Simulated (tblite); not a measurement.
Species: C2H9OP2Si2 (doublet state).
Numbering: `[CH3:1][C:2]([OH:3])[SiH:4]1[PH:5][SiH2:6][PH:7]1` (hydrogens: H8, H9, H10 on C1; H11 on O3; H12 on Si4; H13 on P5; H14, H15 on Si6; H16 on P7)

Computed with GFN2-xTB (tblite), gas phase: L-BFGS steps from a force-field or distance-geometry start until the largest atomic force falls under 0.01 eV/Å.

Step 46: E = -581.2800 eV
```
atom  x, y, z in Å  |  force x, y, z in eV/Å
C1     -2.6675    0.3847   -0.3593    0.031  -0.046  -0.008
C2     -1.4485   -0.4115   -0.0555    0.022  -0.003  -0.001
O3     -1.6122   -1.3436    0.9180   -0.042   0.010  -0.002
Si4     0.1757   -0.1580   -0.8918    0.012   0.044   0.002
P5      1.5415   -1.5374    0.2938    0.003   0.008   0.046
Si6     2.2526    0.4302    1.1675   -0.005  -0.034  -0.076
P7      1.1616    1.8192   -0.2509   -0.008  -0.028   0.062
H8     -3.0925    0.0932   -1.3211   -0.003   0.000  -0.011
H9     -2.4213    1.4446   -0.4178   -0.017  -0.026   0.011
H10    -3.4116    0.2130    0.4140   -0.021   0.045   0.001
H11    -0.7836   -1.8274    1.0648   -0.039  -0.011  -0.014
H12     0.2561   -0.3322   -2.3484   -0.004   0.009  -0.004
H13     2.5074   -1.6241   -0.6805    0.030   0.015  -0.014
H14     3.7030    0.5613    1.1656    0.067   0.014  -0.003
H15     1.6730    0.5331    2.5016   -0.007   0.022   0.048
H16     2.1585    1.7642   -1.2115   -0.019  -0.018  -0.036
```

Step 47: E = -581.2812 eV
```
atom  x, y, z in Å  |  force x, y, z in eV/Å
C1     -2.6672    0.3835   -0.3627    0.017  -0.044  -0.002
C2     -1.4500   -0.4124   -0.0546    0.019  -0.010  -0.005
O3     -1.6195   -1.3505    0.9114   -0.034   0.009  -0.001
Si4     0.1748   -0.1542   -0.8872    0.026   0.049   0.017
P5      1.5321   -1.5372    0.3007    0.039   0.015   0.054
Si6     2.2594    0.4300    1.1637    0.013  -0.045  -0.052
P7      1.1588    1.8227   -0.2399   -0.017  -0.028   0.031
H8     -3.0942    0.0877   -1.3223    0.010   0.017  -0.027
H9     -2.4162    1.4422   -0.4219   -0.040  -0.026  -0.005
H10    -3.4129    0.2139    0.4090   -0.028   0.054   0.023
H11    -0.7900   -1.8310    1.0642   -0.037  -0.016  -0.015
H12     0.2690   -0.3296   -2.3421   -0.011   0.011  -0.020
H13     2.4965   -1.6355   -0.6741    0.027   0.012  -0.011
H14     3.7108    0.5598    1.1495    0.047   0.007  -0.006
H15     1.6904    0.5405    2.5018   -0.002   0.016   0.049
H16     2.1504    1.7794   -1.2071   -0.027  -0.020  -0.030
```

Step 48: E = -581.2822 eV
```
atom  x, y, z in Å  |  force x, y, z in eV/Å
C1     -2.6657    0.3819   -0.3650   -0.008  -0.028   0.003
C2     -1.4505   -0.4131   -0.0512    0.005  -0.012  -0.010
O3     -1.6275   -1.3572    0.9069   -0.018   0.007  -0.003
Si4     0.1742   -0.1494   -0.8815    0.029   0.032   0.028
P5      1.5272   -1.5362    0.3060    0.062   0.013   0.042
Si6     2.2661    0.4295    1.1596    0.033  -0.041  -0.002
P7      1.1586    1.8256   -0.2317   -0.016  -0.020  -0.001
H8     -3.0923    0.0822   -1.3234    0.019   0.028  -0.037
H9     -2.4112    1.4394   -0.4252   -0.053  -0.021  -0.020
H10    -3.4151    0.2162    0.4041   -0.024   0.053   0.036
H11    -0.7983   -1.8365    1.0644   -0.030  -0.024  -0.013
H12     0.2760   -0.3266   -2.3356   -0.015   0.014  -0.025
H13     2.4872   -1.6408   -0.6733    0.023   0.008  -0.002
H14     3.7189    0.5591    1.1406    0.020   0.001  -0.008
H15     1.7003    0.5470    2.4999    0.012   0.008   0.032
H16     2.1444    1.7883   -1.2060   -0.038  -0.018  -0.020
```

Step 49: E = -581.2830 eV
```
atom  x, y, z in Å  |  force x, y, z in eV/Å
C1     -2.6642    0.3801   -0.3661   -0.032  -0.005   0.003
C2     -1.4503   -0.4135   -0.0471   -0.011  -0.008  -0.015
O3     -1.6343   -1.3622    0.9044   -0.002   0.002  -0.003
Si4     0.1742   -0.1450   -0.8761    0.022   0.003   0.029
P5      1.5264   -1.5351    0.3094    0.067   0.003   0.020
Si6     2.2719    0.4285    1.1568    0.045  -0.020   0.047
P7      1.1598    1.8274   -0.2268   -0.007  -0.010  -0.020
H8     -3.0885    0.0781   -1.3249    0.020   0.030  -0.039
H9     -2.4082    1.4369   -0.4277   -0.055  -0.011  -0.029
H10    -3.4176    0.2193    0.4005   -0.013   0.042   0.035
H11    -0.8061   -1.8420    1.0644   -0.021  -0.032  -0.007
H12     0.2777   -0.3239   -2.3308   -0.015   0.017  -0.015
H13     2.4813   -1.6417   -0.6753    0.019   0.005   0.009
H14     3.7256    0.5589    1.1373   -0.002  -0.002  -0.010
H15     1.7043    0.5518    2.4978    0.030   0.001   0.008
H16     2.1402    1.7916   -1.2073   -0.045  -0.015  -0.011
```

Question: Estimate the geometry and energy of step 50. (The exact step hangs on the optimiser's Hessian estimate; all steps are aligned on step 49, rigid shifts and turns removed.)

Answer: E = -581.2838 eV, largest force 0.090 eV/Å
```
atom  x, y, z in Å  |  force x, y, z in eV/Å
C1     -2.6636    0.3785   -0.3668   -0.047   0.020  -0.001
C2     -1.4501   -0.4135   -0.0438   -0.024  -0.003  -0.019
O3     -1.6397   -1.3658    0.9025    0.010  -0.004  -0.003
Si4     0.1748   -0.1413   -0.8715    0.009  -0.031   0.021
P5      1.5272   -1.5343    0.3126    0.060  -0.009  -0.002
Si6     2.2772    0.4269    1.1554    0.044   0.010   0.078
P7      1.1605    1.8283   -0.2230    0.006  -0.002  -0.023
H8     -3.0846    0.0754   -1.3267    0.013   0.024  -0.033
H9     -2.4074    1.4347   -0.4304   -0.047   0.006  -0.033
H10    -3.4201    0.2228    0.3982   -0.002   0.026   0.025
H11    -0.8128   -1.8470    1.0635   -0.011  -0.038  -0.002
H12     0.2782   -0.3217   -2.3273   -0.015   0.019   0.004
H13     2.4779   -1.6425   -0.6765    0.018   0.004   0.015
H14     3.7313    0.5590    1.1345   -0.013  -0.004  -0.011
H15     1.7081    0.5555    2.4968    0.044  -0.005  -0.012
H16     2.1357    1.7940   -1.2090   -0.046  -0.014  -0.005
```

The energy changes by -0.0008 eV. The first-order estimate −F·Δx gives -0.0011 eV and the mean of the old and new forces, exact on a quadratic surface, -0.0008 eV. The step makes an angle of 72° with the force vector and moves no atom by more than 0.008 Å.

The cost below is that of the whole relaxation. Time: 0.9 s. Hardware: one thread, Arm Neoverse V1 (aarch64), no GPU, shared host.
